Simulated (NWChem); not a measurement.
AlAsH$_{3}$F; SMILES [AlH]([AsH2])[F]

```xyz
6

Al    -0.5579     1.2197    -0.0140
As     0.0988    -1.1095    -0.0473
H     -1.0138    -1.4387     0.9452
H      1.1179    -0.8471     1.0570
F      0.6585     2.3634    -0.0217
H     -2.0399     1.7727    -0.0637
```
Atoms are numbered in this order, from 1.

Results from NWChem. Pople sets run with spherical d functions. Geometry: optimised at PBE0/def2-SVP.

Question: What does the run give for B3PW91/6-31G*? Quantities: highest occupied level (eV); orbital gap (eV); dipole (D).

Answer: 
```json
{
  "highest occupied level (eV)": "-7.22",
  "orbital gap (eV)": "5.93",
  "dipole (D)": "1.28"
}
```
